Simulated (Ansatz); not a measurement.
Mulliken charges of `C=C1O[SiH2]1` from PBE/def2-TZVPP in Ansatz (PBE0-D4/def2-TZVP geometry).

| atom | x (Å) | y (Å) | z (Å) | charge (e) |
| --- | --- | --- | --- | --- |
| C1 | -0.192 | 1.602 | -0.218 | -0.229 |
| C2 | 0.005 | 0.322 | 0.027 | 0.078 |
| O3 | 0.566 | -0.308 | 1.148 | -0.294 |
| Si4 | 0.106 | -1.451 | -0.009 | 0.355 |
| H5 | -0.645 | 1.907 | -1.152 | 0.096 |
| H6 | 0.090 | 2.362 | 0.501 | 0.092 |
| H7 | 1.198 | -2.172 | -0.693 | -0.049 |
| H8 | -1.036 | -2.320 | 0.341 | -0.049 |

**Question.** By hand: the dipole of these point charges (1 e Å = 4.8032 D).

**Answer.** Σ q r = (-0.146, -0.146, -0.336) e Å, of length 0.394 e Å = 1.89 D.

**Question.** How does the dipole of the full density compare? (An estimate is asked.)

**Answer.** Computed: (-0.084, -0.294, -0.223) e Å, 1.82 D; the point charges give 1.04 times that, at 29° from its direction.

Point charges leave out the atoms' own dipoles, such as those of lone pairs, and Mulliken's split depends on the basis, so the two needn't agree.
